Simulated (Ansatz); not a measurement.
Ansatz (a first-principles code) input:

Ansatz 0.2 input:
```yaml
crystal:
  periodic: [false, false, false]
  atoms:
    - {symbol: W, position_ang: [0.00000000, 0.00000000, 0.00000000]}
    - {symbol: Cl, position_ang: [0.00000000, 0.00000000, 2.22645358]}
    - {symbol: Cl, position_ang: [-0.00000000, -0.00000000, -2.22645358]}
basis:
  gaussian:
    orbitals: def2-SVPD
magnetization: {spin_polarized: true, initial_magnetization: 2}
correlation: {method: ccsd_t, electrons: outside_noble_gas}
output: {forces: true}
```

Problem. Predict the final energy.

Solution. -985.61197 Eh (CCSD(T)/def2-SVPD). The basis has 89 functions.

The spin state was set by rule; other spins were not relaxed.
